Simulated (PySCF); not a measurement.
Isomers of C5H9NSi. Computed with PBE0-D3(BJ)/def2-SVP geometry optimisation, gas phase (PySCF). One conformer each; no zero-point energy, no entropy. No frequencies were run at this level. Point groups hold within 0.08 Å.

Task: Rank from lowest to highest electronic energy at this level (kcal/mol).
A. `[N:1]#[C:2][CH2:3][C@@H:4]1[CH2:5][CH2:6][SiH2:7]1` with C2–C3–C4–C5 175°, C3–C4–C5–C6 -151°, C4–C5–C6–Si7 24°, C5–C6–Si7–C4 -19°, C3–C4–Si7–C6 140°
B. `[CH3:1][SiH2:2][n:3]1[cH:4][cH:5][cH:6][cH:7]1` with C1–Si2–N3–C4 -123°
C. `[CH2:1]=[N:2][Si@@H:3]([CH3:4])[C:5]#[C:6][CH3:7]` with C1–N2–Si3–C4 124°
D. `[CH:1]#[C:2][C@@H:3]1[CH2:4][C@H:5]1[SiH2:6][NH2:7]` with C4–C5–Si6–N7 45°, C5–Si6–N7–H -136° and 83°
E. `[N:1]#[C:2][CH2:3][CH:4]1[CH2:5][SiH2:6][CH2:7]1` with C2–C3–C4–C5 62°, C3–C4–C5–Si6 148°, C4–C5–Si6–C7 -19°, C5–Si6–C7–C4 19°, C3–C4–C7–Si6 -149°
F. `[CH3:1][C:2]1=[CH:3][CH:4]=[CH:5][Si@@H:6]1[NH2:7]` with C5–Si6–N7–H 166° and -50°
G. `[CH:1]#[C:2][C@@H:3]1[CH2:4][CH2:5][Si@H:6]1[NH2:7]` with C5–Si6–N7–H -160° and 46°, C2–C3–C4–C5 -151°, C3–C4–C5–Si6 26°, C4–C5–Si6–N7 -144°, C2–C3–Si6–C5 142°
H. `[H]/[N:1]=[CH:2]\[C@H:3]1[CH:4]=[CH:5][CH2:6][SiH2:7]1` with N1–C2–C3–C4 -17°, C2–C3–C4–C5 110°, C4–C5–C6–Si7 8°, C5–C6–Si7–C3 -12°, C2–C3–Si7–C6 -109°
I. `[CH:1]#[C:2][Si:3]1([NH:4][CH3:5])[CH2:6][CH2:7]1` with C2–Si3–N4–C5 -69°
J. `[CH:1]#[C:2][C@H:3]1[CH2:4][CH2:5][SiH2:6][NH:7]1` with C2–C3–C4–C5 79°, C3–C4–C5–Si6 36°, C4–C5–Si6–N7 -16°, C5–Si6–N7–C3 -10°

Result: B (0.0), F (15.1), H (34.3), E (35.0), A (36.9), J (47.0), C (48.0), G (48.2), D (60.8), I (66.0).

As drawn, the lowest has an aromatic ring, which the highest lacks; the highest has a three-membered ring, a C≡C bond and an N–H bond, which the lowest lacks. Neighbours under 2.5 kcal/mol apart ([H]/N=C\[C@H]1C=CC[SiH2]1 and N#CCC1C[SiH2]C1; N#CCC1C[SiH2]C1 and N#CC[C@@H]1CC[SiH2]1; C#C[C@H]1CC[SiH2]N1 and C=N[Si@@H](C)C#CC; C=N[Si@@H](C)C#CC and C#C[C@@H]1CC[Si@H]1N) can change places with a better method, another conformer or zero-point energy.

| SMILES | E (Eh) | E rel (kcal/mol) | dipole (D) | point group | A, B, C (MHz) |
| --- | --- | --- | --- | --- | --- |
| C[SiH2]n1cccc1 | -539.53158 | 0.0 | 2.02 | C1 | 5503, 1383, 1219 |
| CC1=CC=C[Si@@H]1N | -539.50749 | 15.1 | 1.52 | C1 | 2677, 2332, 1366 |
| [H]/N=C\[C@H]1C=CC[SiH2]1 | -539.47695 | 34.3 | 2.73 | C1 | 3340, 1911, 1512 |
| N#CCC1C[SiH2]C1 | -539.47573 | 35.0 | 3.79 | C1 | 6041, 1123, 998.3 |
| N#CC[C@@H]1CC[SiH2]1 | -539.47278 | 36.9 | 4.16 | C1 | 4740, 1278, 1070 |
| C#C[C@H]1CC[SiH2]N1 | -539.45673 | 47.0 | 0.47 | C1 | 3672, 1686, 1528 |
| C=N[Si@@H](C)C#CC | -539.45505 | 48.0 | 1.03 | C1 | 3419, 1088, 877.6 |
| C#C[C@@H]1CC[Si@H]1N | -539.45482 | 48.2 | 2.09 | C1 | 3386, 1580, 1171 |
| C#C[C@@H]1C[C@H]1[SiH2]N | -539.43466 | 60.8 | 1.54 | C1 | 5036, 1077, 1065 |
| C#C[Si]1(NC)CC1 | -539.42647 | 66.0 | 1.33 | C1 | 2297, 1995, 1228 |

Task: How do the relative energies change in single points at PBE0/pcSseg-1 (no added dispersion term) on the same geometries?

Result: 
```json
{"SMILES": "C[SiH2]n1cccc1", "PBE0-D3(BJ)/def2-SVP (kcal/mol)": "0.0", "PBE0/pcSseg-1 (kcal/mol)": "0.0", "shift": "0.0"}
{"SMILES": "CC1=CC=C[Si@@H]1N", "PBE0-D3(BJ)/def2-SVP (kcal/mol)": "15.1", "PBE0/pcSseg-1 (kcal/mol)": "13.2", "shift": "-1.9"}
{"SMILES": "[H]/N=C\\[C@H]1C=CC[SiH2]1", "PBE0-D3(BJ)/def2-SVP (kcal/mol)": "34.3", "PBE0/pcSseg-1 (kcal/mol)": "33.5", "shift": "-0.8"}
{"SMILES": "N#CCC1C[SiH2]C1", "PBE0-D3(BJ)/def2-SVP (kcal/mol)": "35.0", "PBE0/pcSseg-1 (kcal/mol)": "32.1", "shift": "-2.9"}
{"SMILES": "N#CC[C@@H]1CC[SiH2]1", "PBE0-D3(BJ)/def2-SVP (kcal/mol)": "36.9", "PBE0/pcSseg-1 (kcal/mol)": "34.2", "shift": "-2.7"}
{"SMILES": "C#C[C@H]1CC[SiH2]N1", "PBE0-D3(BJ)/def2-SVP (kcal/mol)": "47.0", "PBE0/pcSseg-1 (kcal/mol)": "45.4", "shift": "-1.6"}
{"SMILES": "C=N[Si@@H](C)C#CC", "PBE0-D3(BJ)/def2-SVP (kcal/mol)": "48.0", "PBE0/pcSseg-1 (kcal/mol)": "42.6", "shift": "-5.4"}
{"SMILES": "C#C[C@@H]1CC[Si@H]1N", "PBE0-D3(BJ)/def2-SVP (kcal/mol)": "48.2", "PBE0/pcSseg-1 (kcal/mol)": "45.0", "shift": "-3.2"}
{"SMILES": "C#C[C@@H]1C[C@H]1[SiH2]N", "PBE0-D3(BJ)/def2-SVP (kcal/mol)": "60.8", "PBE0/pcSseg-1 (kcal/mol)": "57.8", "shift": "-3.0"}
{"SMILES": "C#C[Si]1(NC)CC1", "PBE0-D3(BJ)/def2-SVP (kcal/mol)": "66.0", "PBE0/pcSseg-1 (kcal/mol)": "61.3", "shift": "-4.7"}
```

Each column counts from its own lowest isomer. The lowest isomer stays, but the order above it changes; the largest shift is 5.4 kcal/mol.
